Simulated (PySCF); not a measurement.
# Excitation energy of Tc⁺ by level of theory

Tc⁺ [Kr] 4d5 5s1 (7S) → Tc⁺ [Kr] 4d4 5s1 5p1 (high-spin determinant), as a difference of total energies. All numbers are calculated (PySCF 2.14, scalar relativity by spin-free X2C-1e, in ANO-RCC-VTZP (7s6p4d2f1g, 68 functions)). Correlated levels: valence and next inner shell: [Ar] 3d10 frozen. The calculations carry no spin-orbit coupling.

```csv
method,excitation energy (eV)
UHF,8.162
MP2 (valence and next inner shell),8.916
SCS-MP2 (valence and next inner shell),8.623
CCSD (valence and next inner shell),8.717
CCSD(T) (valence and next inner shell),8.741
```

**Question.** How much does correlation contribute at CCSD(T) (valence and next inner shell)?

**Answer.** 8.741 − (8.162) = 0.579 eV, measured against UHF.

A first-order spin-orbit estimate (lowest level to lowest level, LS coupling) adds -0.268 eV.

The basis was made for the ground configuration and has no added diffuse functions, so the excitation energy can come out too high.

The determinant of the upper state mixes LS terms, which raises its energy above the lowest term, most at the Hartree-Fock and MP2 levels.
